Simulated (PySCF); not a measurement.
## Working out the ionisation energy of Au

Au [Xe] 4f14 5d10 6s1 (2S) → Au⁺ [Xe] 4f14 5d10 (1S). Computed with PySCF 2.14 in x2c-TZVPPall, with the spin-free X2C one-electron Hamiltonian (Gaussian nucleus). Frozen: [Kr] 4d10 4f14. Energies in hartree (1 hartree = 27.21139 eV):

| part | Au (lower) | Au⁺ (upper) |
| --- | --- | --- |
| UHF | -19008.782040 | -19008.498631 |
| CCSD correlation | -0.556551 | -0.511407 |
| (T) | -0.018308 | -0.014438 |

Task: What does Hartree-Fock give?

Result: (-19008.498631) − (-19008.782040) = 0.283409 hartree = 7.712 eV.

Task: What do CCSD and CCSD(T) give?

Result: The CCSD correlation energies differ by 0.045144 hartree = 1.228 eV and the triples by 0.003870 hartree = 0.105 eV, so CCSD gives 8.940 eV and CCSD(T) 9.045 eV.

Measured between the centres of the two terms (NIST): 9.226 eV, so CCSD(T) (valence and next inner shell) is off by -0.181 eV.

What remains against the reference includes basis incompleteness, the frozen core and higher excitations.
